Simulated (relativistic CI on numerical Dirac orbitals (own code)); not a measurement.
**Mn24+: sensitivity of the levels to the model**

Base calculation: Dirac-Coulomb-Breit CI, KLI orbitals optimised for each configuration, model QED (radiative potential, 1s self-energy scaled to tabulated hydrogen-like ionisation energies).

Configuration list: 1s, 2s, 2p, 3s, 3p, 3d, 4s, 4p, 4d, 4f, 5s, 5p, 5d, 5f, 5g, 6s, 6p, 6d. Levels of other configurations are missing.

Variants: (1) QED terms removed; (2) non-relativistic limit. Shifts of the energy above 1s ²S1/2, in eV, for the lowest level and the first level of each name with at least 55 % of one term (blank where a level changes its place among those of its configuration and J or its character, or is not in the variant):

```
    Level     Base   Δ(1)    Δ(2)
 1s ²S1/2     0.00   0.00    0.00
2p ²P°1/2  6423.58  +3.43  -46.01
 2s ²S1/2  6424.08  +2.94  -46.51
2p ²P°3/2  6441.68  +3.39  -64.11
3p ²P°1/2  7619.14  +3.43  -60.53
 3s ²S1/2  7619.29  +3.28  -60.68
 3d ²D3/2  7624.50  +3.43  -65.89
3p ²P°3/2  7624.51  +3.42  -65.90
 3d ²D5/2  7626.26  +3.42  -67.65
4p ²P°1/2  8036.85  +3.43  -64.88
 4s ²S1/2  8036.91  +3.36  -64.94
 4d ²D3/2  8039.10  +3.43  -67.13
4p ²P°3/2  8039.11  +3.42  -67.14
4f ²F°5/2  8039.85  +3.43  -67.88
 4d ²D5/2  8039.85  +3.42  -67.88
4f ²F°7/2  8040.22  +3.42  -68.25
5p ²P°1/2  8229.87  +3.43  -66.57
 5s ²S1/2  8229.90  +3.39  -66.60
 5d ²D3/2  8231.03  +3.42  -67.73
5p ²P°3/2  8231.03  +3.42  -67.73
5f ²F°5/2  8231.41  +3.42  -68.11
 5d ²D5/2  8231.41  +3.42  -68.11
```
